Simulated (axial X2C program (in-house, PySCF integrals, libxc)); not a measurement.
## AlI: cheaper levels and CCSD(T), two-component

Calculated with an axial X2C code built on PySCF integrals. Two-component (2c) means X2C with spin–orbit coupling and atomic mean-field two-electron Coulomb and Gaunt terms. Basis: I dyall-cv3z [11s12p8d4f1g], Al dyall-v3z [8s8p2d1f] (cores contracted in-house); Gaussian nuclei, density fitting, unrestricted open shells. Masses: I 126.904 u, Al 26.982 u.

State: Ω = 0 (closed shell); fragments I + Al.

```tsv
level	Re (Å)	ωe (cm⁻¹)	De (eV)
PBE0	2.561	309.7	3.64
HF	2.586	301.2	2.49
MP2	2.558	317.2	3.63
CCSD	2.561	315.2	3.40
r2SCAN	2.563	308.9	n/a
```

Correlated methods: 10 electrons correlated (number of frozen shells: I 4 s, 3 p, 2 d; Al 2 s, 1 p), 218 virtual spin orbitals or spinors in MP2, 90 natural virtuals in coupled cluster.

CCSD(T), same Hamiltonian and basis:

Re = 2.561 Å, ωe = 316.0 cm⁻¹, De = 3.51 eV; T1 = 0.013 (Lee–Taylor normalisation).

Problem. Give the differences from CCSD(T) in the columns below.

Solution. 

| level | ΔRe (Å) | Δωe (cm⁻¹) | ΔDe (eV) |
| --- | --- | --- | --- |
| PBE0 | 0.000 | -6 | 0.13 |
| HF | 0.025 | -15 | -1.02 |
| MP2 | -0.003 | 1 | 0.12 |
| CCSD | 0.000 | -1 | -0.11 |
| r2SCAN | 0.002 | -7 | n/a |

Occupations by symmetry block were frozen at the best pattern of an incomplete PBE0 search. Closed shells are restricted here (equal orbitals for both partners); the stretched side of such a curve lies too high. De is counted from the lowest determinant-based energies of the atoms at the same level, without counterpoise correction. De is not given where an atomic determinant may have missed its ground term or J level, or where the truncated virtual space spoils (T). Coupled cluster ran in a truncated set of natural virtual spinors; the MP2 energy of the rest was added. (T) has no such correction and the atoms are truncated less, which lowers De at CCSD(T) by a hundredth of an eV or more. The 2c atoms are single determinants rather than J levels; their spin–orbit lowering is only partly caught, and De is too large by that part. This holds for PBE0. The functionals have no current-density term, which raises determinants with orbital currents, atoms included.
